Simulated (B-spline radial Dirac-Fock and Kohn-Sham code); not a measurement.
**Kohn-Sham estimates against Dirac-Fock for the levels of Pm²⁵⁺**

System: the Pm²⁵⁺ ion, configuration 1s2 2s2 2p6 3s2 3p6 3d10 4s2 4p6.

The density-functional columns are spherical, spin-unpolarised Dirac-Kohn-Sham results without Breit or QED terms: −ε is minus the orbital energy of the initial state and ΔSCF the difference of two total energies. The reference in the last column comes from relaxed Dirac-Fock hole states (ΔSCF) with Breit and QED corrections and a finite nucleus. All numbers are from a B-spline atomic structure program, in eV; a selection of levels is shown. The Kohn-Sham columns are given as differences from the reference. For the 1s level of heavy atoms much of the gap between ΔSCF and the reference is the Breit and QED part, -184.8 eV here; for other levels the error of the functional can be larger.

```tsv
level	LDA −ε − DF	LDA ΔSCF − DF	Dirac-Fock
K (1s)	-278.3	+172.0	46007.5
L1 (2s)	-153.8	-56.7	8255.5
L2 (2p1/2)	-118.0	-0.1	7837.4
L3 (2p3/2)	-123.8	-15.1	7283.1
M1 (3s)	-83.6	-42.8	2440.7
M2 (3p1/2)	-69.1	-26.8	2263.3
M3 (3p3/2)	-68.1	-27.4	2147.1
M4 (3d3/2)	-45.8	-0.4	1843.8
M5 (3d5/2)	-46.4	-1.7	1819.2
N1 (4s)	-30.0	-9.1	1026.5
N2 (4p1/2)	-17.5	+3.4	948.4
N3 (4p3/2)	-18.0	+2.2	916.4
```

For the outermost level NIST gives 916 ± 4 eV (theoretical); the differences from it are LDA −ε -17.61, LDA ΔSCF +2.57, Dirac-Fock +0.35 eV.

Values without a named source are computed, but for edge energies of neutral atoms, which are taken from tables.
